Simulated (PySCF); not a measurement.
**Tc²⁺: excitation energy**

Tc²⁺ [Kr] 4d5 (6S) → Tc²⁺ [Kr] 4d4 5p1 (high-spin determinant), as a difference of total energies. Computed with PySCF 2.14 in x2c-QZVPPall, with the spin-free X2C one-electron Hamiltonian (Gaussian nucleus). Correlated levels: valence: [Kr] frozen; valence and next inner shell: [Ar] 3d10 frozen. The calculations carry no spin-orbit coupling.

```tsv
method	excitation energy (eV)
UHF	11.228
LDA	11.093
PBE	11.062
PBE0	11.285
r2SCAN	11.332
MP2 (valence)	11.534
SCS-MP2 (valence)	11.330
MP2 (valence and next inner shell)	11.604
SCS-MP2 (valence and next inner shell)	11.467
```

Problem. How much does correlation contribute at MP2 (valence and next inner shell)?

Solution. 11.604 − (11.228) = 0.376 eV, measured against UHF.

A first-order spin-orbit estimate (lowest level to lowest level, LS coupling) adds -0.290 eV.

The basis was made for the ground configuration and has no added diffuse functions, so the excitation energy can come out too high.

The determinant of the upper state mixes LS terms, which raises its energy above the lowest term, most at the Hartree-Fock and MP2 levels.
